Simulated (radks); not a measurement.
Values are calculated unless marked as measured or tabulated.
The nuclear charge of the zirconium ion Zr2+ is varied continuously with 38 electrons held in [Kr] 4d2. Code: a radial shooting solver on a logarithmic mesh with Libxc functionals. Model: Dirac Kohn-Sham, PBE, spin-unpolarised, spherical densities, point nucleus; open shells fill j = l - 1/2 first. By the Hellmann-Feynman theorem dE/dZ = E(electron-nucleus)/Z, the electronic potential at the nucleus.

| Z | E (hartree) | E(electron-nucleus)/Z (hartree) | HOMO | e(HOMO) (eV) | <r> HOMO (bohr) |
|---|---|---|---|---|---|
| 39.5 | -3490.83893 | -212.953 | 4d3/2 | -11.729 | 2.227 |
| 39.75 | -3544.30461 | -214.772 | 4d3/2 | -14.445 | 2.105 |
| 40 | -3598.22498 | -216.591 | 4d3/2 | -17.354 | 2.002 |
| 40.25 | -3652.59995 | -218.409 | 4d3/2 | -20.441 | 1.914 |
| 40.5 | -3707.42950 | -220.227 | 4d3/2 | -23.698 | 1.837 |
| 40.75 | -3762.71371 | -222.046 | 4d3/2 | -27.116 | 1.769 |
| 41 | -3818.45271 | -223.866 | 4d3/2 | -30.689 | 1.707 |

The central difference of E at Z = 40 is -216.591 hartree, to compare with the third column; the second derivative is -7.27 hartree.
